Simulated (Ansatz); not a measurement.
BBrClH$_{2}$N, SMILES `NB(Cl)Br`. Charge 0, multiplicity 1.

```tsv
atom	x (Å)	y (Å)	z (Å)
N1	0.0764	-0.5930	-0.5625
B2	-0.0727	0.3772	0.4106
Cl3	-0.8767	0.0053	1.9284
Br4	0.6058	2.1538	0.1037
H5	0.5312	-0.4117	-1.4403
H6	-0.2640	-1.5315	-0.4399
```

List the harmonic frequencies (cm⁻¹, unscaled) at PBE0-D4/def2-TZVP in Ansatz. (Estimate.)

Computed: 215, 292, 456, 492, 543, 575, 763, 1069, 1367, 1621, 3622, 3728.

Is this a minimum?

Yes, all 12 modes are real.

Give the ideal-gas thermochemistry at 298.15 K and 1 bar (rigid rotor, harmonic oscillator; point group Cs, symmetry number 1).

Zero-point energy 88.2 kJ/mol; H(298) − E = 103.2 kJ/mol; entropy 311.3 J/(mol·K), of which translation 170.7, rotation 114.2, vibration 26.4; G(298) − E = 10.4 kJ/mol.
